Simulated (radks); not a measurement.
The phosphorus ion P2+ inside a hard spherical wall (all orbitals vanish at R), configuration held at [Ne] 3s2 3p1 and not refilled when levels cross. All-electron calculation, scalar-relativistic Kohn-Sham, LDA (Slater exchange, Perdew-Wang correlation), spin-polarised, spherical densities, point nucleus; open shells are filled with parallel spins first. Program: a radial shooting solver on a logarithmic mesh with Libxc functionals. Eigenvalues in eV for spin up, with the zero of energy where the potential of the charges vanishes at infinity; a dash marks a level that is unbound or too diffuse for the functional's potential to be trusted. A positive occupied level is held by the wall or, in an anion where self-interaction has pushed it up, behind a barrier. The pressure on the wall is -dE/dV.

R (bohr)  E (hartree)  kinetic (hartree)    e(2s)    e(2p)    e(3s)    e(3p)  e(3d, empty)  e(4s, empty)  pressure (GPa)
free       -339.73108            340.542  -196.72  -148.18  -34.538  -24.888       -12.480       -10.850               0
15         -339.73108            340.542  -196.72  -148.18  -34.538  -24.888       -12.480       -10.850        < 0.0001
12         -339.73108            340.542  -196.72  -148.18  -34.538  -24.888       -12.480       -10.848        < 0.0001
8          -339.73107            340.542  -196.72  -148.18  -34.537  -24.887       -12.466       -10.648        0.000513
7          -339.73101            340.543  -196.71  -148.17  -34.535  -24.884       -12.421       -10.237         0.00696
5          -339.72510            340.602  -196.47  -147.93  -34.372  -24.651       -11.623        -5.679            1.24
3          -339.31429            342.686  -190.63  -142.02  -28.499  -17.085        -1.079        37.750             223
1.5        -328.55021            372.764  -153.18  -102.89   82.995   95.066        88.885        412.87           30100
